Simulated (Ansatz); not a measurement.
```xyz
5

Si    0.0000    0.0000    0.0000
H     0.9308    0.9308    0.9308
H     0.9308   -0.9308   -0.9308
H    -0.9308    0.9308   -0.9308
H    -0.9308   -0.9308    0.9308
```

Basis set: def2-TZVP (spherical functions). Frozen core: 5 orbitals. Charge 0, multiplicity 1.

Computed with Ansatz (development build ahead of 0.2.0); each method stands on the lowest determinant of its kind that the runs found. Restricted open shells among the atoms or ions are ROHF, correlated in semicanonical orbitals with singles.

The atomization energy at this shape (free ground-state atoms in the same class of orbitals less the molecule, no zero-point energy) of singlet SiH4:

```tsv
method	atomization energy
RHF	10.58 eV
```

(1) What does RHF-MP2 give?

Results:

(1) 12.57 eV. Caution: the shape is not the minimum.
